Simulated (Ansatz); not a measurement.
`[F][Al]([F])[SeH]`. Charge 0, multiplicity 1.

| atom | x (Å) | y (Å) | z (Å) |
| --- | --- | --- | --- |
| F1 | 0.5332 | -2.0616 | 0.5710 |
| Al2 | 0.0852 | -0.6366 | -0.0977 |
| F3 | -0.3753 | -0.6015 | -1.6688 |
| Se4 | 0.1140 | 1.2609 | 1.1755 |
| H5 | -0.3570 | 2.0387 | 0.0200 |

Task: List the harmonic frequencies (cm⁻¹, unscaled) at PBE0-D4/def2-TZVP in Ansatz. (Estimate.)

Result: Ansatz gave: 137, 204, 235, 246, 393, 593, 803, 938, 2441.

Task: Is this a minimum?

Result: Yes, all 9 modes are real.

Task: Give the ideal-gas thermochemistry at 298.15 K and 1 bar (rigid rotor, harmonic oscillator; point group Cs, symmetry number 1).

Result: Zero-point energy 35.8 kJ/mol; H(298) − E = 53.2 kJ/mol; entropy 328.8 J/(mol·K), of which translation 170.9, rotation 114.7, vibration 43.2; G(298) − E = -44.9 kJ/mol.

Task: And at 400, 500, 600, 800 and 1000 K?

Result: 
```csv
T (K),H − E (kJ/mol),S (J/mol/K),G − E (kJ/mol)
400,61.6,353.0,-79.6
500,70.4,372.6,-115.9
600,79.5,389.3,-154.0
800,98.6,416.7,-234.8
1000,118.4,438.7,-320.4
```
